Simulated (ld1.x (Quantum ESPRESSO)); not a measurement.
# boron: excitation energies, all-electron against TM

boron (B), norm-conserving Troullier–Martins (Kleinman–Bylander form), made with ld1.x (Quantum ESPRESSO) 7.5 (PBE, scalar-relativistic). Core [He], reference 2s2 2p0.5 (charge +0.5). Waves: 2s (bound): rc 1.40 bohr; 2p (bound): rc 2.40 bohr; 3d channel at 0.25 Ry: rc 1.95 bohr. Local part: all-electron potential smoothed inside 1.25 bohr (lloc = -1). Core correction: a·sin(br)/r model core, default radius (core density twice the valence density).

Energies are relative to the spin-unpolarised reference configuration 2s2 2p0.5; without spin polarisation the order of configurations can differ from experiment.

Task: Give the all-electron excitation energy and the error of the potential for: 2s2 2p1; 2s2 2p0; 2s1 2p0; 2s1 2p1; 2s1 2p2; 2s0 2p3; 2s2 2p1.3.

Result:

```json
{"valence configuration": "2s2 2p1", "charge": "0", "ΔE all-electron (eV)": "-2.887", "error AE − PS (meV)": "+4.7"}
{"valence configuration": "2s2 2p0", "charge": "+1", "ΔE all-electron (eV)": "5.332", "error AE − PS (meV)": "+15"}
{"valence configuration": "2s1 2p0", "charge": "+2", "ΔE all-electron (eV)": "30.755", "error AE − PS (meV)": "+88"}
{"valence configuration": "2s1 2p1", "charge": "+1", "ΔE all-electron (eV)": "11.473", "error AE − PS (meV)": "-17"}
{"valence configuration": "2s1 2p2", "charge": "0", "ΔE all-electron (eV)": "2.963", "error AE − PS (meV)": "+11"}
{"valence configuration": "2s0 2p3", "charge": "0", "ΔE all-electron (eV)": "8.833", "error AE − PS (meV)": "+11"}
{"valence configuration": "2s2 2p1.3", "charge": "-0.3", "ΔE all-electron (eV)": "-3.626", "error AE − PS (meV)": "+7.7"}
```
